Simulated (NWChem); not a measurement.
System: CH₄F₂OSi; SMILES O[Si@@H](F)CF

The following NWChem deck was run.

```
start job
memory heap 200 mb stack 900 mb global 1100 mb
geometry units angstroms noautoz
  O      1.632544     0.581741     0.001871
  Si     0.049633     0.443996     0.428248
  F     -0.838233     1.615675    -0.267752
  C     -0.742033    -1.153618    -0.187677
  F     -0.058318    -2.244862     0.308619
  H      1.890347     0.380687    -0.902194
  H     -0.003355     0.606049     1.896499
  H     -1.800020    -1.209763     0.127897
  H     -0.742929    -1.193129    -1.293305
end
basis spherical
  * library 6-31g*
end
dft
  xc revpbe cpbe96
  iterations 150
  mulliken
end
task dft energy
```

Geometry: optimised at PBE0/def2-SVP.

### Question
Predict the main results of this run. (revPBE/6-31G* (spherical d).) Quantities: energy (Ha); highest occupied level (eV); orbital gap (eV); dipole (D).

### Answer
The energy (Ha) is -604.80. The highest occupied level (eV) is -6.67 and the orbital gap (eV) is 6.84. The dipole (D) comes out as 1.60.
